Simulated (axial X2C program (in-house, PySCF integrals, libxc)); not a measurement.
## TaN⁻: bond constants with and without spin–orbit coupling

Computed with an in-house relativistic program for diatomic molecules. Spin-free means the one-electron spin-free X2C Hamiltonian; two-component (2c) means X2C with spin–orbit coupling and atomic mean-field two-electron Coulomb and Gaunt terms, so the difference of the two also holds small scalar two-electron terms. Basis: Ta dyall-acv3z [14s15p10d7f4g], N dyall-av3z [7s7p3d2f] (cores contracted in-house); Gaussian nuclei, density fitting, unrestricted open shells. Masses: Ta 180.948 u, N 14.003 u.

Input file and command:
```json
{"zs": [73, 7], "q": -1, "bas": ["dyall-acv3z", "dyall-av3z"], "levels": ["PBE0", "HF", "PW91"], "cc": true, "r0": 1.86, "thr": -1.0, "nmax": 90, "npts": 10, "nst": 2, "ntry": 6}
```
```bash
python so2c.py task.json out
```

Keys: zs atomic numbers; q charge; bas basis sets; levels methods; cc coupled cluster on or off; r0 starting distance in Å; thr threshold in hartree for freezing inner shells (an s shell follows its p shell); nmax most natural virtual spinors; npts points on the curve; nst determinants followed; ntry starts of the search. HF also brings MP2.

State, spin-free: M_S = 1/2, Λ = 2 (beyond evenly filled blocks: δ+α); electrons by block: σα: 16, σβ: 16, π+α: 8, π+β: 8, π-α: 8, π-β: 8, δ+α: 4, δ+β: 3, δ-α: 3, δ-β: 3, φ+α: 1, φ+β: 1, φ-α: 1, φ-β: 1. Fragments: Ta- + N.

State, 2c: Ω = 3/2 (⟨Sz⟩ = -0.50, ⟨Lz⟩ = 2.00 at PBE0); electrons by block: 1/2: 24, -1/2: 24, 3/2: 12, -3/2: 11, 5/2: 4, -5/2: 4, 7/2: 1, -7/2: 1. Fragments: Ta- + N.

```
Hamiltonian  level  Re (Å)  ωe (cm⁻¹)  Be (cm⁻¹)  αe (cm⁻¹)  De (eV)  μ (D)
  spin-free   PBE0   1.692     1079.6     0.4531     0.0019     7.25  -2.91
  spin-free   PW91   1.711     1032.4      0.443    0.00203     8.01  -2.99
         2c   PBE0   1.691     1077.0     0.4534    0.00192      n/a  -2.90
         2c   PW91   1.711     1029.7     0.4431    0.00203      n/a  -2.97
```

Dipoles are positive if N is the positive end and refer to the centre of mass.

One determinant describes the state; a PBE0 search over occupations chose it and may have missed a lower one. De is counted from the lowest determinant-based energies of the atoms at the same level, without counterpoise correction. De is not given where an atomic determinant may have missed its ground term or J level, or where the truncated virtual space spoils (T). Density functionals use the spin component along the axis (collinear). The functionals have no current-density term, which raises determinants with orbital currents, atoms included. At some level and bond length an empty orbital lies below a filled one. Some points did not converge and are left out. The highest occupied level of some functionals is positive through self-interaction error; at Hartree–Fock it is bound. The determinant is spin-polarised beyond a pure state at some levels (its spin-free form has ⟨S²⟩ too high), which makes Re and μ there less reliable.

No reliable constants came from CCSD (2c), CCSD (spin-free), CCSD(T) (2c), CCSD(T) (spin-free), HF (2c), HF (spin-free), MP2 (2c), MP2 (spin-free): no minimum in range, unconverged points, a curve that is not smooth, a change of character along it, or the two Hamiltonians disagreeing along it.

Rough cost a point (2c) on 1 thread(s) of a shared host, integrals apart: PBE0 2.2 s, PW91 1.2 s.

The whole task took 6.3 min on 1 thread of Arm Neoverse V1 (shared host).
